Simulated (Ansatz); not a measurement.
`[NH2][Y]([F])[Cl]` and `[NH2][Y]([OH])[F]` differ in one atom or group.

Ansatz, PBE0-D4/def2-TZVP geometries, multiplicity 1. Each molecule was computed in one conformer, which needn't be the lowest.

Elements past krypton have def2 core potentials.

| property | `[NH2][Y]([F])[Cl]` |
| --- | --- |
| size of the dipole moment (PBE/def2-TZVPP) / D | 2.59 |
| HOMO energy (B3LYP/def2-TZVPP) / eV | -7.23 |
| HOMO–LUMO gap (ωB97M-V/def2-TZVPP) / eV | 9.09 |
| LUMO energy (B3LYP/def2-TZVPP) / eV | -2.42 |
| size of the dipole moment (B3LYP/def2-TZVPP) / D | 2.56 |
| HOMO–LUMO gap (PBE/def2-TZVPP) / eV | 3.31 |

Q: What does the change do to each property? (Estimate.)

A: Computed: 
```tsv
property	`[NH2][Y]([OH])[F]`	shift
size of the dipole moment (PBE/def2-TZVPP) / D	1.88	-0.71
HOMO energy (B3LYP/def2-TZVPP) / eV	-6.61	0.62
HOMO–LUMO gap (ωB97M-V/def2-TZVPP) / eV	8.86	-0.23
LUMO energy (B3LYP/def2-TZVPP) / eV	-1.92	0.50
size of the dipole moment (B3LYP/def2-TZVPP) / D	1.91	-0.65
HOMO–LUMO gap (PBE/def2-TZVPP) / eV	3.20	-0.11
```

With PBE0 the HOMO rises by 0.63 eV and the LUMO rises by 0.50 eV, so the gap narrows by about 0.13 eV. PBE moves the HOMO by 0.62 eV and ωB97M-V by 0.62 eV. The zero-point energy changes by 29.7 kJ/mol with +3 modes. Dipoles are sizes alone; their direction can turn.

B3LYP here is the variant with VWN-RPA as its local correlation; programs differ in this.
